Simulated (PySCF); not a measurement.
**Radial density of C (carbon, neutral)**

wB97X, [He] 2s1 2p2 3s1, high-spin 5P determinant (an excited configuration). All numbers are calculated (PySCF 2.14, no relativity, point nucleus, in aug-cc-pVQZ (6s5p4d3f2g, 80 functions)).

```csv
r (bohr),4πr²ρ (e/bohr),4πr²(ρα − ρβ)
0.00413,0.02576,0.0007
0.00695,0.07034,0.0020
0.0117,0.1881,0.0054
0.0197,0.4836,0.0139
0.0331,1.166,0.0332
0.0556,2.523,0.0709
0.0936,4.561,0.1244
0.157,6.141,0.1605
0.265,5.144,0.1679
0.445,2.337,0.4574
0.749,1.667,1.4727
1.26,1.979,1.9766
2.12,0.8066,0.8066
3.57,0.2591,0.2591
6.00,0.1923,0.1923
10.1,0.002715,0.0027
```

The outer electron is Rydberg-like, and this basis confines it to a smaller radius and binds it less than a complete one would.
